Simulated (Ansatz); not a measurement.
`B[SiH](C)OC` + H–F → `CO[SiH](C)F` + BH₃ at 298.15 K and 1 bar (cleavage of the Si–B bond).

Program: Ansatz. Geometries: PBE0-D4/def2-TZVP. ΔE: electronic, gas phase. CBS: MP2 limit from def2 TZ/QZ plus the TZ coupled-cluster correction, frozen cores. This one scheme is used for every species. One conformer a species, not always the lowest.

| species | CCSD(T)/CBS energy (Eh) | H − E (kJ/mol) | S (J/(mol·K)) |
| --- | --- | --- | --- |
| `B[SiH](C)OC` | -470.56990 | 308.6 | 377.9 |
| H–F | -100.39570 | 33.5 | 173.6 |
| `CO[SiH](C)F` | -544.48370 | 261.9 | 357.0 |
| BH₃ | -26.55200 | 78.7 | 188.3 |

H − E and S are ideal-gas, rigid-rotor, harmonic terms from PBE0-D4/def2-TZVP, for one conformer and one mirror image of each species. 1 Eh = 2625.50 kJ/mol, R = 8.31446 J/(mol·K).

**Question.** By hand: ΔE, ΔH, ΔS and ΔG.

**Answer.** ΔE = (-544.48370) + (-26.55200) − (-470.56990) − (-100.39570) = -0.07010 Eh = -184.0 kJ/mol. Δ(H − E) = 261.9 + 78.7 − 308.6 − 33.5 = -1.5, so ΔH = -185.5 kJ/mol. ΔS = 357.0 + 188.3 − 377.9 − 173.6 = -6.2 J/(mol·K). ΔG = -185.5 − 298.15 × (-6.2)/1000 = -183.7 kJ/mol.

**Question.** By hand: the equilibrium constant, and the temperature at which ΔG would vanish if ΔH and ΔS stayed fixed.

**Answer.** log₁₀ K = −ΔG/(RT ln 10) = 32.2. ΔG = 0 at ΔH/ΔS = 29919 K, far beyond where these terms or the molecules hold.

The number of gas molecules stays the same, so ΔS is small and ΔH decides. A doubt of 5 kJ/mol in ΔE shifts log₁₀ K by 0.9 here. Other conformers and mirror images would add mixing entropy, several J/(mol·K) or more a flexible species. These are equilibria of isolated gas molecules and say nothing of rates. Largest T1 diagnostic: 0.011 (customary marks: 0.02 for closed shells, 0.045 for open ones).
